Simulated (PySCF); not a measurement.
**Computed beside measured shifts**

System: PhCHFCOOEt (C10H11FO2), SMILES CCOC(=O)[C@H](F)c1ccccc1.

Atom-mapped SMILES (hydrogens are numbered by the atom that bears them): [CH3:1][CH2:2][O:3][C:4](=[O:5])[C@H:6]([F:7])[c:8]1[cH:9][cH:10][cH:11][cH:12][cH:13]1

Level of theory: GIAO KT3/pcSseg-2, gas phase, PySCF SCF with an in-house response code, fitting set def2-universal-JFIT, grid level 2, non-relativistic, on the PBE0-D3(BJ)/def2-SVP geometry.

One optimised conformer. Values are averaged over the atoms that symmetry or fast rotation interchanges, on this one geometry and without vibrational averaging. Shifts are the reference shielding less the shielding here, at the same level (13C, 1H against isolated TMS; 19F against isolated CFCl3; 17O against isolated H2O); nuclei without a reference have shieldings only.

Q: What shifts does this level give for F7, and how do they compare with measurement?

A: 
```
atom  nucleus  computed / ppm  measured / ppm  computed less measured  measured against  medium of the measurement
  F7      19F          -233.9            -174                   -59.9             CFCl3                 not stated
```

Computed 19F and 31P shifts carry an offset from the reference molecule (CFCl3 is hard for DFT, lone H3PO4 or PH3 isn't the 85 % acid), so differences between compounds are more accurate than the values.

Measured values: G. Saielli, R. Bini, A. Bagno, Computational 19F NMR. 2. Organic compounds, RSC Adv. 2014, ESI.
